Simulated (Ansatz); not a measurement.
Process, species as SMILES: C/C=C\CCC -> C[CH]C/C=C\C + H atom (the C-H bond at the site shown breaks; other sites are not compared here)
Each molecule is optimised on its own at B3LYP-D3(BJ)/def2-TZVP (Ansatz, an electronic-structure program), one conformer each, not searched for the lowest. Frequencies are from Ansatz.

Property: bond dissociation energy (enthalpy at 298 K, with B3LYP-D3(BJ) rigid-rotor harmonic-oscillator terms), in kcal/mol. Cores are frozen in the correlated levels unless marked. Open shells are spin-unrestricted. No spin-orbit coupling. Non-relativistic. Basis-set limits of correlation are two-point, X^-3; Hartree-Fock from the larger set. The bracket is a focal-point correction in the basis named.

```tsv
level	program	bond dissociation energy (kcal/mol)	minus last row
HF/STO-3G	Ansatz	99.1	-0.5
HF/cc-pVQZ	Ansatz	74.2	-25.4
PBE/def2-TZVPD	Ansatz	93.6	-6.0
r2SCAN/def2-TZVPD	Ansatz	92.3	-7.3
B3LYP/def2-TZVPD	Ansatz	95.8	-3.8
PBE0/def2-SVP	Ansatz	94.2	-5.4
PBE0-D3(BJ)/def2-TZVPD	Ansatz + dftd3	94.1	-5.5
PBE0-D4/def2-TZVPD	Ansatz + dftd4	94.0	-5.6
PBE0/def2-TZVP	Ansatz	94.2	-5.4
PBE0/def2-QZVPP	Ansatz	94.3	-5.3
HSE06/def2-TZVPD	Ansatz	94.2	-5.4
LC-wPBE-D4/def2-TZVPD	Ansatz + dftd4	94.2	-5.4
wB97X-V/def2-TZVPD	Ansatz	97.6	-2.0
B2GP-PLYP-D3(BJ)/def2-TZVPD	Ansatz + dftd3	96.3	-3.3
MP2/6-31G*	Ansatz	91.7	-7.9
MP2/cc-pVTZ	Ansatz	98.2	-1.4
SCS-MP2/6-31G	Ansatz	89.5	-10.1
CCSD(T)/6-31G	Ansatz	88.3	-11.3
CCSD(T)/cc-pVDZ	Ansatz	95.2	-4.4
CCSD(T)/cc-pwCVTZ	Ansatz	98.1	-1.5
RI-MP2/CBS(cc-pVTZ,cc-pVQZ)+[CCSD(T)-MP2]/cc-pVTZ	Ansatz	99.6	0.0
```
